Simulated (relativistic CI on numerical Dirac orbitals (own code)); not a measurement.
Bi LXX: sensitivity of the levels to the model

Base calculation: Dirac-Coulomb-Breit CI, separate exchange-only KLI orbitals for each configuration, model QED, unscaled Slater integrals.

Configuration list (outside the closed core [Ne]): 3s²3p², 3s²3p3d, 3s3p³, 3s²3d², 3p⁴, 3s3p²3d, 3p²3d², 3s3p3d², 3p³3d, 3s²3d4s, 3s²3d4p, 3s²3p4s, 3s3p3d4s, 3p³4s, 3s3p3d4p, 3p³4p, 3s²3p4p, 3p²3d4s, 3s²3p4d, 3s²3p4f, 3s3p²4s, 3p²3d4p, 3s3p²4p, 3s3p²4d, 3s3p²4f, 3s²4s², 3s²3p5s, 3s²3p5p, 3s²4s4p, 3s²3p5d, 3s²3p5f, 3s²3p5g, 3s²4p², 3s3p4s², 3s3p4s4p, 3s3p²5s. Levels of other configurations are missing.

The lowest level and the first level of each name with at least 55 % of one term (blank where a level has no safe partner in the second run):

```tsv
Level	Base (eV)	Shift (eV)
3s²3p² ³P0	0.00	0.00
3s²3p² ³P1	613.01	+1.52
3s²3p² ¹D2	623.58	+0.44
3s²3p3d ³F°2	867.51	+2.53
3s²3p² ³P2	1245.11	+1.42
3s²3p² ¹S0	1268.98	-0.70
3s3p³ ³D°3	1441.03	+3.08
3s3p³ ³P°0	1453.08	+2.57
3s²3p3d ³P°0	1533.68	-1.80
3s²3p3d ³F°4	1634.23	+2.61
3s3p²3d ⁵D0	1663.58	+5.81
3s²3p3d ³D°3	1671.35	-1.35
3s²3p3d ¹P°1	1684.11	-2.42
3s3p²3d ³G5	1828.72	+2.94
```

At this charge energies of transitions that change n are usually good to better than 1 %, and those within a shell (Δn = 0) to a few per cent.

Task: One thing was changed in a second run, which moved the levels as shown. Which?
A. QED terms removed
B. configuration mixing switched off
C. Breit term removed
D. one mean potential for all configurations
E. valence Slater integrals scaled by 0.9

Result: E. Valence Slater integrals scaled by 0.9. Scaling acts on the splittings between terms and on the mixing, and leaves the fine structure of pure LS terms nearly alone; in jj coupling it moves the levels of one term differently.

LS names give the leading component of a level, which can be under half, so a name can repeat, a term be missing and a line seem to break the LS rules.
